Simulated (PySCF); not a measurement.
## Two-component Hartree-Fock for Sn (tin, neutral)

Start: [Kr] 4d10 5s2 5p2; 5p3/2 filled at m_j = +1/2, +3/2. Calculated with PySCF 2.14 in x2c-TZVPall-2c with one added diffuse shell each of s, p, d, f type (9s10p6d3f, 90 functions): generalised Hartree-Fock with the X2C-1e Hamiltonian and a Gaussian nucleus; one run each with spin-orbit coupling (SO) switched off, then screened by Boettger's factors. This is a chosen level, not necessarily the ground level.

```tsv
spinor shell	electrons	ε, spin-free (eV)	ε, screened SO (eV)	weight of nominal j (screened SO)	rms radius, screened SO (bohr)
1s1/2	2	-29347.1	-29344.4	1.000	0.0333
2s1/2	2	-4523.4	-4522.7	1.000	0.136
2p1/2	2	-4053.6	-4213.6	1.000	0.118
2p3/2	4	-4053.6	-3980.7	1.000	0.123
3s1/2	2	-912.82	-912.65	1.000	0.361
3p1/2	2	-755.52	-785.70	1.000	0.354
3d3/2	4	-513.99	-519.24	1.000	0.340
3d5/2	6	-513.99	-510.36	1.000	0.343
4s1/2	2	-160.04	-160.03	1.000	0.874
4p1/2	2	-110.13	-115.63	1.000	0.931
4p3/2	4	-110.13	-107.66	1.000	0.960
4d3/2	4	-35.599	-36.303	0.996	1.18
4d5/2	6	-35.599	-35.156	0.998	1.19
5s1/2	2	-13.840	-13.863	0.999	2.66
5p3/2	2	-7.204	-7.153	0.698	3.49
```

Problem. Where does 3p3/2 lie, and what is the 3p spin-orbit splitting (screened SO)?

Solution. At -741.73 eV, 43.970 eV above 3p1/2.

| quantity | spin-free | screened SO |
| --- | --- | --- |
| E (hartree) | -6173.04629 | -6174.50548 |
| M_J | 2 | 2 |
| ⟨J²⟩ | 6.012 | 6.008 |
| ⟨L²⟩ | 2.008 | 2.332 |
| ⟨S²⟩ | 2.004 | 1.877 |

Each row is a mean over spinors that exchange with the open shell spreads, by up to 3.239 eV (5s1/2).

Rows whose weight is well below 1 are mixtures of j = l ± 1/2: exchange outweighs spin-orbit coupling there, and the label is only the starting occupation.

Breit and QED terms are absent; they matter most for the inner s and p1/2 levels.

Densities and radii are taken from the X2C orbitals without a picture-change correction, which distorts them close to the nucleus.

Without spin-orbit coupling the j labels of p, d and f shells carry no meaning; the spin-free column gives the mean over the occupied spinors of each nl shell.
